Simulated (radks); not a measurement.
Br18+, configuration [Ne] 3s2 3p5. Calculated with a radial shooting solver on a logarithmic mesh with Libxc functionals: Dirac Kohn-Sham, PBE, spin-unpolarised, spherical densities, finite nucleus; open shells fill j = l - 1/2 first; Fermi nuclear charge, rms radius 4.1629 fm.

Radial electron density D(r) = 4 pi r^2 rho(r):

```
   r/bohr * D(r) (the largest magnitude, 50.6, reaches the edge; | marks zero)
   0.0035 |    *
 0.003914 |     *
 0.004378 |      *
 0.004897 |       *
 0.005434 |        *
 0.006078 |          *
 0.006798 |            *
 0.007604 |              *
 0.008505 |                 *
 0.009513 |                    *
  0.01064 |                       *
   0.0119 |                          *
  0.01321 |                             *
  0.01477 |                                 *
  0.01652 |                                    *
  0.01848 |                                       *
  0.02067 |                                          *
  0.02312 |                                            *
  0.02586 |                                              *
  0.02892 |                                               *
  0.03209 |                                              *
   0.0359 |                                              *
  0.04015 |                                            *
  0.04491 |                                          *
  0.05023 |                                        *
  0.05618 |                                       *
  0.06284 |                                      *
  0.07029 |                                       *
  0.07799 |                                         *
  0.08724 |                                            *
  0.09758 |                                                *
   0.1091 |                                                    *
   0.1221 |                                                      *
   0.1365 |                                                      *
   0.1527 |                                                   *
   0.1708 |                                             *
   0.1895 |                                       *
    0.212 |                               *
   0.2371 |                        *
   0.2652 |                   *
   0.2967 |                 *
   0.3318 |                 *
   0.3712 |                   *
   0.4151 |                    *
   0.4606 |                   *
   0.5152 |                 *
   0.5763 |             *
   0.6446 |         *
    0.721 |     *
   0.8064 |  *
    0.902 |*
    1.009 *
    1.119 *
    1.252 *
    1.401 *
    1.567 *
```

D(r) has 3 maxima, at r = 0.0301, 0.129, 0.425 bohr, and minima at 0.0618, 0.306 bohr, inside which lie 2.08, 10.44 electrons.
